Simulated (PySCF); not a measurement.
## Nuclear quadrupole coupling in cis-Si(H2O)2F4

Compound: cis-Si(H2O)2F4.
Cartesian coordinates in Å at the PBE0-D3(BJ)/def2-SVP level; atoms count from 1:
```xyz
11
F4H4O2Si angstrom
Si    -0.430   -0.018   -0.434
O     -0.377   -0.037    1.577
H     -0.894   -0.807    1.851
H     -0.860    0.753    1.860
F     -0.224    0.004   -2.054
O      1.576    0.009   -0.300
H      1.853    0.810   -0.768
H      1.879   -0.749   -0.821
F     -2.058   -0.039   -0.303
F     -0.227    1.606   -0.178
F     -0.185   -1.639   -0.219
```

Field gradients from the PBE0/pcSseg-1 density (PySCF, non-relativistic), principal values in atomic units, ordered |Vxx| ≤ |Vyy| ≤ |Vzz|:

| atom | Vxx | Vyy | Vzz |
| --- | --- | --- | --- |
| O2 | 0.2297 | 1.3526 | -1.5823 |
| O6 | 0.2240 | 1.3484 | -1.5725 |

Problem. Find the asymmetry η = (Vxx − Vyy)/Vzz and the couplings χ = eQV/h (234.96 MHz × Q in barn × V in au), with Q(17O) = −0.0256 b.

Solution. 
```
atom                  environment  nucleus     η  χzz (MHz)  χxx (MHz)  χyy (MHz)
  O2  oxygen bonded to Si and 2 H      17O  0.71       9.52      -1.38      -8.14
  O6  oxygen bonded to Si and 2 H      17O  0.72       9.46      -1.35      -8.11
```

Problem. What is Vzz at O6 in SI units (1 au = 9.71736 × 10²¹ V/m²)?

Solution. -1.5725 au = -15.280 × 10²¹ V/m².

Problem. What couplings would deuterons (Q(2H) = 0.00286 b) have in place of the hydrogens, at this geometry?

Solution. 
| atom | bonded to | bond length (Å) | Vzz (au) | η | χzz (kHz) |
| --- | --- | --- | --- | --- | --- |
| H3 | O2 | 0.968 | 0.4371 | 0.11 | 294 |
| H4 | O2 | 0.968 | 0.4364 | 0.11 | 293 |
| H7 | O6 | 0.968 | 0.4358 | 0.11 | 293 |
| H8 | O6 | 0.968 | 0.4362 | 0.11 | 293 |

Isolated species at its PBE0-D3(BJ)/def2-SVP geometry, gas phase. With a basis this small, the couplings can be 20 % off.
